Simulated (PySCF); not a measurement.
Species: C₂HBF₄S.
Bonds: F1–B2, B2–S3, S3–C4, C4–F5, C4–C6 (double), C6–F7, C6–F8. Hydrogens: H9 on B2.

Theory: PySCF, PBE0-D3(BJ)/def2-SVP geometry optimisation, gas phase.

Q: What internal coordinates does the optimisation give?

A: 
```tsv
bond	length (Å)	order
F1–B2	1.315	single
B2–S3	1.807	single
S3–C4	1.759	single
C4–F5	1.330	single
C4=C6	1.335	double
C6–F7	1.305	single
C6–F8	1.305	single
B2–H9	1.205	single
```

Orders are formal, as drawn. A selection of angles:
```tsv
angle	degrees
F1–B2–S3	120.7
B2–S3–C4	100.7
S3–C4–F5	117.6
S3–C4–C6	123.3
F5–C4–C6	119.1
C4–C6–F7	123.8
C4–C6–F8	123.7
F7–C6–F8	112.5
```

Dihedral angles: F1–B2–S3–C4 -2° (synperiplanar); B2–S3–C4–F5 -77° (synclinal); S3–C4–C6–F7 177° (antiperiplanar). The mirror-image conformer, all signs reversed, is as good.

The C–F distances run from 1.305 Å (C6–F8, drawn single) to 1.330 Å (C4–F5, drawn single), a spread of 0.025 Å. B2 (three-coordinate boron) is planar (angles 120.9°, 120.7° and 118.4°, sum 360.0°, 0.00 Å off the plane of its three neighbours).

Point group: C1 (no symmetry element, even within 0.4 Å). Not checked by PBE0-D3(BJ)/def2-SVP frequencies. The numbers are those of one conformer.
